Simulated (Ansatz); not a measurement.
The same path of ClGaH$_{4}$ (6 atoms, charge 0, multiplicity 1) was run 3 times with different band settings. Lost on the way: Ga1–H2, Cl5–H6. Made: Ga1–Cl5, H2–H6.

Computed with RKS PBE0-D4/def2-SVP in Ansatz 0.2.0.

Relaxed end points:

```xyz
6
Properties=species:S:1:pos:R:3
Ga 0.001 0.186 0.010
H -0.004 0.697 1.504
H 1.363 0.113 -0.769
H -1.365 0.037 -0.752
Cl 0.079 -2.418 0.947
H 0.076 -2.008 2.169
```

```xyz
6
Properties=species:S:1:pos:R:3
Ga 0.020 -0.574 -0.281
H 0.011 0.261 2.049
H 1.412 0.098 -0.480
H -1.409 0.019 -0.462
Cl 0.082 -2.699 0.148
H 0.034 -0.499 2.135
```

Common settings: movable images 5; start path through a guess of the saddle point; force threshold 0.03 eV/Å; iteration limit 60; end points relaxed.

| run | climbing image | spring | optimiser |
| --- | --- | --- | --- |
| 1 | yes | 5.0 eV/Å² | quadratic models (default) |
| 2 | from the first iteration | 5.0 eV/Å² | fire |
| 3 | yes | 0.1 eV/Å² | quadratic models (default) |

Problem. What does each run give, and how far can it be trusted?

Solution. Run 1: converged after 8 iterations, highest image 0.199 eV above the first end. A vibrational analysis at the climbing image gives one clearly imaginary mode, 727i cm⁻¹: a first-order saddle point.
Run 2: converged after 56 iterations, highest image 0.199 eV above the first end. Another band between the same ends (5 images) ends at a top of the same energy, where a vibrational analysis finds 1 clearly imaginary mode.
Run 3: converged after 8 iterations, highest image 0.199 eV above the first end. Another band between the same ends (5 images) ends at a top of the same energy, where a vibrational analysis finds 1 clearly imaginary mode.
The orbitals stay closed-shell, which can raise the energy where a bond breaks towards radicals; this wasn't checked here.
